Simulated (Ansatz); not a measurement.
Born–Oppenheimer molecular dynamics of H₆KNSi₂ (10 atoms, charge 0, multiplicity 1). It starts at the highest image of a converged band. Of that band: Neighbouring images differ by up to 2.2 eV, so the band resolves the path poorly. A vibrational analysis at the climbing image gives one clearly imaginary mode, 1561i cm⁻¹: a first-order saddle point.

The calculation used Ansatz 0.2.0, RKS PBE0-D4/def2-SVP.

```yaml
ensemble: NVE (velocity Verlet)
time_step: 0.5 fs
steps_asked: 200
starting_velocities_drawn_for: 300 K
seed: 6503
```

Frames 1 fs apart, positions in Å.

Velocities at 35.0 fs (Å/ps):

```
Si -3.07 6.68 -1.43
N 1.40 -5.76 -0.61
Si 0.40 2.33 -1.40
K -1.05 -0.22 0.45
H 21.82 -69.80 44.18
H -2.36 -7.51 32.17
H 78.42 -63.84 6.63
H 13.84 -2.01 -14.12
H 2.94 2.56 4.21
H -18.93 -21.98 -3.27
```

```xyz
10
Properties=species:S:1:pos:R:3 time_fs=35.0 energy_less_start_eV=-0.852 T=1125
Si -0.123 1.264 -0.797
N -0.256 -0.293 -0.377
Si 0.369 -0.895 1.076
K -1.575 -1.070 -2.337
H -0.757 2.374 -2.018
H 0.050 2.320 0.211
H 0.738 1.383 -2.040
H 0.624 -2.440 1.007
H 1.683 -0.277 1.343
H -0.441 -0.686 2.271
10
Properties=species:S:1:pos:R:3 time_fs=36.0 energy_less_start_eV=-1.188 T=1448
Si -0.126 1.271 -0.799
N -0.255 -0.299 -0.378
Si 0.370 -0.893 1.074
K -1.576 -1.070 -2.337
H -0.742 2.298 -1.966
H 0.049 2.313 0.245
H 0.822 1.317 -2.030
H 0.637 -2.438 0.993
H 1.689 -0.274 1.348
H -0.463 -0.708 2.271
10
Properties=species:S:1:pos:R:3 time_fs=37.0 energy_less_start_eV=-1.489 T=1736
Si -0.129 1.280 -0.802
N -0.255 -0.307 -0.378
Si 0.370 -0.891 1.073
K -1.577 -1.070 -2.336
H -0.743 2.210 -1.902
H 0.050 2.307 0.281
H 0.916 1.250 -2.012
H 0.648 -2.428 0.979
H 1.698 -0.270 1.357
H -0.487 -0.729 2.277
10
Properties=species:S:1:pos:R:3 time_fs=38.0 energy_less_start_eV=-1.634 T=1876
Si -0.130 1.289 -0.806
N -0.256 -0.315 -0.379
Si 0.371 -0.890 1.071
K -1.578 -1.071 -2.336
H -0.761 2.115 -1.832
H 0.054 2.301 0.317
H 1.015 1.185 -1.983
H 0.656 -2.411 0.966
H 1.709 -0.266 1.369
H -0.513 -0.750 2.286
10
Properties=species:S:1:pos:R:3 time_fs=39.0 energy_less_start_eV=-1.565 T=1810
Si -0.130 1.298 -0.810
N -0.258 -0.323 -0.379
Si 0.372 -0.889 1.069
K -1.579 -1.071 -2.336
H -0.799 2.020 -1.765
H 0.059 2.293 0.350
H 1.112 1.125 -1.942
H 0.663 -2.388 0.953
H 1.720 -0.261 1.383
H -0.539 -0.770 2.296
10
Properties=species:S:1:pos:R:3 time_fs=40.0 energy_less_start_eV=-1.418 T=1673
Si -0.129 1.306 -0.813
N -0.262 -0.331 -0.380
Si 0.373 -0.888 1.067
K -1.581 -1.071 -2.336
H -0.864 1.937 -1.716
H 0.065 2.282 0.378
H 1.204 1.072 -1.890
H 0.670 -2.363 0.942
H 1.730 -0.258 1.399
H -0.561 -0.790 2.304
10
Properties=species:S:1:pos:R:3 time_fs=41.0 energy_less_start_eV=-1.433 T=1687
Si -0.126 1.314 -0.816
N -0.266 -0.338 -0.381
Si 0.374 -0.887 1.066
K -1.582 -1.072 -2.335
H -0.962 1.870 -1.693
H 0.072 2.269 0.398
H 1.285 1.030 -1.826
H 0.675 -2.338 0.931
H 1.735 -0.255 1.417
H -0.578 -0.809 2.309
10
Properties=species:S:1:pos:R:3 time_fs=42.0 energy_less_start_eV=-1.577 T=1822
Si -0.120 1.321 -0.818
N -0.272 -0.345 -0.382
Si 0.375 -0.887 1.065
K -1.583 -1.072 -2.335
H -1.089 1.819 -1.695
H 0.078 2.255 0.410
H 1.352 1.001 -1.753
H 0.682 -2.318 0.922
H 1.736 -0.253 1.437
H -0.590 -0.827 2.308
10
Properties=species:S:1:pos:R:3 time_fs=43.0 energy_less_start_eV=-1.624 T=1867
Si -0.113 1.327 -0.820
N -0.279 -0.351 -0.383
Si 0.376 -0.886 1.065
K -1.584 -1.073 -2.335
H -1.232 1.776 -1.711
H 0.083 2.239 0.412
H 1.403 0.987 -1.673
H 0.690 -2.305 0.913
H 1.731 -0.253 1.457
H -0.594 -0.844 2.303
10
Properties=species:S:1:pos:R:3 time_fs=44.0 energy_less_start_eV=-1.512 T=1761
Si -0.105 1.331 -0.821
N -0.286 -0.355 -0.385
Si 0.377 -0.885 1.064
K -1.585 -1.074 -2.335
H -1.376 1.735 -1.730
H 0.087 2.225 0.406
H 1.437 0.990 -1.586
H 0.699 -2.300 0.905
H 1.721 -0.253 1.478
H -0.592 -0.860 2.293
10
Properties=species:S:1:pos:R:3 time_fs=45.0 energy_less_start_eV=-1.324 T=1580
Si -0.097 1.335 -0.822
N -0.294 -0.359 -0.388
Si 0.378 -0.884 1.064
K -1.586 -1.074 -2.334
H -1.508 1.696 -1.744
H 0.088 2.213 0.392
H 1.451 1.008 -1.497
H 0.712 -2.305 0.898
H 1.706 -0.253 1.499
H -0.585 -0.875 2.279
10
Properties=species:S:1:pos:R:3 time_fs=46.0 energy_less_start_eV=-1.137 T=1399
Si -0.088 1.338 -0.823
N -0.302 -0.361 -0.390
Si 0.379 -0.884 1.064
K -1.587 -1.075 -2.334
H -1.620 1.656 -1.751
H 0.088 2.206 0.374
H 1.448 1.043 -1.407
H 0.726 -2.318 0.892
H 1.688 -0.253 1.520
H -0.572 -0.887 2.261
```

Of the whole run (100 fs, mean temperature of the second half 1410 K): The conserved energy stayed within 0.84 meV per atom of its start (net change -0.026 meV per atom), so the integration is sound. The system heated up, since it started high on the potential surface and ran downhill. A run of 0.1 ps of so small a system gives no equilibrium averages. The orbitals stay closed-shell, which can raise the energy where a bond breaks towards radicals; this wasn't checked here.

Run time: 8.8 min on 2 threads of Arm Neoverse V2, with other jobs on the host, peak memory 0.24 GiB.
